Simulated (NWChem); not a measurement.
# HTeF; SMILES [TeH]F

Computed with NWChem. def2 effective core potentials on Te; no spin-orbit coupling. Each level has its own optimisation; frequencies are unscaled.

```
level                                 r H–Te (Å)  r F–Te (Å)  highest harmonic frequency (cm⁻¹)  lowest (cm⁻¹)  zero-point energy (kcal/mol)
------------------------------------  ----------  ----------  ---------------------------------  -------------  ----------------------------
BLYP/def2-SVP                              1.698       1.980                               1990            576                           4.6
PBE/def2-SVP                               1.691       1.968                               2029            591                           4.7
LDA (Slater exchange, VWN5)/def2-SVP       1.688       1.940                               2039            625                           4.8
PBE0/def2-SVP                              1.671       1.943                               2130            626                           4.9
```
